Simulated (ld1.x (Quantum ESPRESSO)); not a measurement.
# u(r) = r·R(r): atom against pseudo-atom (nitrogen (N))

Columns: radius, all-electron u(r) and pseudo u(r) of the 2s shell (level -49.12 eV) of nitrogen in the configuration [He] 2s2 2p1; PBE, non-relativistic, TM semilocal scheme, ld1.x (Quantum ESPRESSO) 7.5.

```
r (bohr)  all-electron   pseudo
   0.075        0.3934  -0.0699
   0.150        0.4151  -0.1421
   0.225        0.2656  -0.2190
   0.300        0.0507  -0.3025
   0.375       -0.1742  -0.3943
   0.450       -0.3811  -0.4942
   0.525       -0.5578  -0.5997
   0.600       -0.7007  -0.7047
   0.675       -0.8098  -0.8007
   0.750       -0.8870  -0.8787
   0.825       -0.9360  -0.9321
   0.900       -0.9608  -0.9599
   0.975       -0.9655  -0.9654
   1.050       -0.9540  -0.9540
   1.125       -0.9300  -0.9300
   1.200       -0.8964  -0.8964
   1.275       -0.8559  -0.8559
   1.350       -0.8109  -0.8109
   1.425       -0.7630  -0.7630
   1.500       -0.7138  -0.7138
   1.575       -0.6643  -0.6643
   1.650       -0.6156  -0.6156
   1.725       -0.5683  -0.5683
   1.800       -0.5228  -0.5228
   1.875       -0.4795  -0.4795
   1.950       -0.4386  -0.4386
```

How many radial nodes do the two functions have?

The all-electron 2s function has n − l − 1 = 1; the pseudo-wave has 0, since the states of the same l below it are removed with the core.

At about which radius was the pseudo-wave matched?

1.05 bohr. The columns agree to 0.0005 from 0.97 bohr on; several derivatives are matched, so the curves merge somewhat inside the radius.

Is the pseudo-wave norm-conserving?

Yes: the TM semilocal scheme keeps the norm inside the radius equal to the all-electron one, which fixes the energy derivative of the logarithmic derivative at the level.
